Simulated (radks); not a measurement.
Species: Li2+. Configuration: 1s1.

All-electron calculation, non-relativistic Kohn-Sham, LDA (Slater exchange, Perdew-Wang correlation), spin-polarised, spherical densities, point nucleus; open shells are filled with parallel spins first. Program: a radial shooting solver on a logarithmic mesh with Libxc functionals.

Energy parts (hartree):
part                    energy
total                 -4.40212
kinetic                4.38013
electron-nucleus      -8.87885
Hartree                0.92140
exchange-correlation  -0.82480

Orbitals (lengths in bohr, moments of r in powers of bohr; r(90%) holds 90 % of the orbital's charge):
\begin{tabular}{lrrr}
orbital & occ. & eigenvalue (hartree) & r(90%) \\ \hline
1s up & 1 & -3.74832 & 0.908 \\
\end{tabular}

The highest occupied level is 1s up at -102.00 eV. Summed over all electrons, <r^2> = 0.3483 bohr^2, which gives a Langevin (diamagnetic) susceptibility term of -0.276 x 10^-6 cm^3/mol. The spin density at the nucleus is 8.408 e/bohr^3 (1s 8.408), a Fermi contact field of 441 T. The density falls to 0.001 e/bohr^3 at r = 1.54 bohr. The electron density at the nucleus is 8.408 e/bohr^3. Spin moment in Bohr magnetons: 1.
